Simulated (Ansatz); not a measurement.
```xyz
11

F    -0.7512   -0.1304   -1.7369
C    -0.4446    0.3079   -0.4622
F    -1.1755    1.4647   -0.2662
Si   -1.0627   -1.0118    0.7908
Si    1.4221    0.7629   -0.4171
H    -0.3137   -2.2689    0.5448
H    -0.7814   -0.5156    2.1606
H    -2.5173   -1.2106    0.5855
H     2.2046   -0.4699   -0.6811
H     1.6813    1.7895   -1.4546
H     1.7384    1.2822    0.9364
```

Charge 0, multiplicity 1.

(1) List the PBE0/def2-TZVPP orbital energies in eV (the Gaussian-basis code of Ansatz). (Estimate.)

Answers

(1) Ansatz gave: Occupied: -1802.88, -1802.88, -674.37, -674.37, -282.15, -145.26, -145.26, -99.92, -99.92, -99.91, -99.91, -99.90, -99.90, -34.86, -33.39, -19.50, -16.16, -15.92, -15.27, -13.63, -13.56, -12.30, -11.64, -11.00, -10.30, -10.19, -10.04, -10.02, -8.02. Lowest empty: -0.04, 0.07, 0.51, 0.94, 1.44, 1.50, 1.86, 2.20.
